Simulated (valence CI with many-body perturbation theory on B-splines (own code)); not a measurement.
## Se²⁹⁺: electric-dipole lines

Computed by configuration interaction combined with many-body perturbation theory (CI+MBPT): three valence electrons over a frozen Dirac-Fock core [He], radial functions for each j: 11 s, 11 p, 9 d, 7 f, 5 g, 2 h, 1 i, with the one-electron correlation potential Σ1 (screened to all orders), the two-electron term Σ2, the three-electron term Σ3, Breit, model QED; selected single and double excitations, second order for the rest (own B-spline code, finite nucleus).

The last digits are not significant, and no measured levels were compared; by estimate large intervals hold to a few tenths of a per cent, small ones and those within an open d or f shell to about a per cent.

Lines 101 to 150 of 259 in falling wavelength, among levels below 17165 × 10³ cm⁻¹, chosen from the strongest by gf and those to the six lowest levels. Wavelengths and rates use the calculated energies. Electric multipoles are in the length gauge, E1 and E2 with the static RPA response of the core. Weak lines are less certain than strong ones. Lines between different terms over intervals too small for the method are left out, as are lines whose strength nearly cancels. The highest levels of a list are the least certain.

Levels are named by their leading jj configuration (3d3/2^4 stands for four electrons in 3d with j = 3/2), which in mixed levels can hold well under half, so a name can repeat and another be missing. Letters in brackets count levels of one name in rising energy.

```tsv
λ vac (nm)	Upper	Lower	A (s⁻¹)	log gf	Branch %
0.6844	(2s 2p3/2 3s) J=3/2 [a]	(2s 2p1/2 2p3/2) J=3/2 [b]	3.09e+11	-2.06	3.2
0.6827	(2s 2p3/2 3d5/2) J=5/2 [a]	(2s 2p3/2^2) J=3/2	5.22e+12	-0.66	11.1
0.6825	(2p3/2^2 3s) J=5/2	(2p1/2 2p3/2^2) J=5/2	5.00e+12	-0.68	41.5
0.6820	(2p1/2 2p3/2 3s) J=5/2	(2p1/2^2 2p3/2) J=3/2	5.52e+12	-0.64	62.7
0.6818	(2s 2p1/2 3d3/2) J=3/2 [a]	(2s 2p1/2 2p3/2) J=3/2 [b]	2.56e+12	-1.15	25.1
0.6809	(2s 2p3/2 3d5/2) J=3/2 [a]	(2s 2p3/2^2) J=3/2	9.26e+12	-0.59	20.4
0.6803	(2s 2p3/2 3d5/2) J=3/2 [a]	(2s 2p3/2^2) J=1/2	1.49e+13	-0.38	33.0
0.6795	(2s 2p1/2 3d3/2) J=5/2	(2s 2p1/2 2p3/2) J=3/2 [b]	9.77e+11	-1.39	4.8
0.6785	(2p3/2^2 3s) J=5/2	(2p1/2 2p3/2^2) J=3/2	5.15e+12	-0.67	42.8
0.6774	(2s 2p1/2 3s) J=1/2 [a]	(2s 2p1/2^2) J=1/2	1.60e+12	-1.66	18.1
0.6774	(2p1/2^2 3p1/2) J=1/2	(2s 2p3/2^2) J=1/2	1.36e+13	-0.73	48.5
0.6771	(2s 2p1/2 3d5/2) J=5/2 [a]	(2s 2p1/2 2p3/2) J=3/2 [b]	2.52e+12	-0.98	5.3
0.6769	(2s 2p3/2 3d5/2) J=1/2	(2s 2p3/2^2) J=1/2	3.81e+13	-0.28	81.1
0.6769	(2s 2p1/2 3d5/2) J=3/2	(2s 2p1/2 2p3/2) J=1/2	3.09e+13	-0.07	67.5
0.6766	(2s 2p3/2 3s) J=5/2	(2s 2p1/2 2p3/2) J=5/2	5.69e+12	-0.63	49.0
0.6760	(2s 2p1/2 3d3/2) J=3/2 [b]	(2s 2p1/2 2p3/2) J=3/2 [b]	3.60e+12	-1.01	4.8
0.6758	(2s 2p1/2 3d3/2) J=1/2	(2s 2p1/2 2p3/2) J=3/2 [b]	9.54e+11	-1.88	1.0
0.6756	(2p1/2^2 3d3/2) J=3/2	(2p1/2^2 2p3/2) J=3/2	6.99e+12	-0.72	78.5
0.6742	(2s 2p1/2 3s) J=3/2	(2s 2p1/2^2) J=1/2	3.88e+12	-0.98	40.2
0.6730	(2s 2p1/2 3d5/2) J=3/2	(2s 2p1/2 2p3/2) J=3/2 [b]	1.06e+13	-0.54	23.1
0.6725	(2p1/2^2 3d5/2) J=5/2	(2p1/2^2 2p3/2) J=3/2	2.71e+13	0.04	95.5
0.6722	(2s 2p3/2 3s) J=3/2 [a]	(2s 2p1/2 2p3/2) J=5/2	2.07e+11	-2.25	2.1
0.6721	(2s 2p1/2 3d5/2) J=5/2 [b]	(2s 2p1/2 2p3/2) J=3/2 [b]	4.17e+13	0.23	84.4
0.6718	(2s 2p3/2 3s) J=1/2	(2s 2p1/2 2p3/2) J=3/2 [b]	3.71e+12	-1.30	28.8
0.6711	(2s^2 3s) J=1/2	(2s^2 2p1/2) J=1/2	2.73e+12	-1.43	30.9
0.6710	(2s 2p3/2 3s) J=5/2	(2s 2p1/2 2p3/2) J=3/2 [a]	4.45e+12	-0.74	38.4
0.6710	(2s 2p3/2 3s) J=3/2 [b]	(2s 2p1/2 2p3/2) J=3/2 [b]	2.19e+11	-2.23	2.6
0.6699	(2s 2p3/2 3d3/2) J=7/2	(2s 2p3/2^2) J=5/2	4.21e+12	-0.64	6.5
0.6697	(2s 2p1/2 3d3/2) J=3/2 [a]	(2s 2p1/2 2p3/2) J=5/2	2.47e+11	-2.18	2.4
0.6691	(2s 2p3/2 3d3/2) J=3/2 [a]	(2s 2p3/2^2) J=5/2	4.04e+12	-0.97	5.8
0.6686	(2s 2p3/2 3d3/2) J=3/2 [b]	(2s 2p3/2^2) J=3/2	1.03e+13	-0.56	13.2
0.6681	(2s 2p3/2 3d3/2) J=3/2 [b]	(2s 2p3/2^2) J=1/2	2.41e+13	-0.19	30.9
0.6675	(2s 2p1/2 3d3/2) J=5/2	(2s 2p1/2 2p3/2) J=5/2	4.12e+12	-0.78	20.0
0.6672	(2s 2p3/2 3d5/2) J=5/2 [a]	(2s 2p3/2^2) J=5/2	3.56e+13	0.15	75.8
0.6669	(2s 2p3/2 3d3/2) J=1/2 [b]	(2s 2p3/2^2) J=3/2	8.44e+12	-0.95	15.2
0.6669	(2s 2p3/2 3d5/2) J=5/2 [b]	(2s 2p3/2^2) J=3/2	7.83e+13	0.50	96.0
0.6667	(2s 2p3/2 3s) J=3/2 [a]	(2s 2p1/2 2p3/2) J=3/2 [a]	2.01e+11	-2.27	2.1
0.6655	(2s 2p3/2 3d5/2) J=3/2 [b]	(2s 2p3/2^2) J=3/2	2.37e+13	-0.20	42.7
0.6654	(2s 2p3/2 3d5/2) J=3/2 [a]	(2s 2p3/2^2) J=5/2	5.45e+12	-0.84	12.0
0.6652	(2s 2p1/2 3d5/2) J=5/2 [a]	(2s 2p1/2 2p3/2) J=5/2	6.91e+12	-0.56	14.6
0.6650	(2s 2p3/2 3d5/2) J=3/2 [b]	(2s 2p3/2^2) J=1/2	2.83e+13	-0.12	50.9
0.6642	(2s 2p1/2 3d3/2) J=3/2 [a]	(2s 2p1/2 2p3/2) J=3/2 [a]	3.48e+12	-1.04	34.2
0.6641	(2s 2p1/2 3d5/2) J=7/2	(2s 2p1/2 2p3/2) J=5/2	3.69e+13	0.29	98.6
0.6641	(2s 2p1/2 3d3/2) J=3/2 [b]	(2s 2p1/2 2p3/2) J=5/2	1.70e+12	-1.35	2.3
0.6637	(2s 2p3/2 3d5/2) J=7/2 [a]	(2s 2p3/2^2) J=5/2	7.60e+13	0.60	95.5
0.6628	(2p1/2 2p3/2 3d3/2) J=3/2	(2p1/2^2 2p3/2) J=3/2	8.26e+12	-0.66	58.0
0.6626	(2p1/2 2p3/2 3d3/2) J=5/2	(2p1/2^2 2p3/2) J=3/2	6.19e+12	-0.61	90.6
0.6624	(2s 2p3/2 3d3/2) J=5/2 [a]	(2s 2p1/2 2p3/2) J=3/2 [b]	7.87e+11	-1.51	1.1
0.6623	(2s^2 3d3/2) J=3/2	(2s^2 2p3/2) J=3/2	1.01e+13	-0.58	15.4
0.6621	(2s 2p1/2 3d3/2) J=5/2	(2s 2p1/2 2p3/2) J=3/2 [a]	1.52e+13	-0.22	73.9
```

Q: How does gf follow from A for the line at 0.6637 nm?

A: gf = 1.4992 × (2J+1)_upper × A / σ², with σ = 15068116 cm⁻¹ and 2J+1 = 8: gf = 4.02.
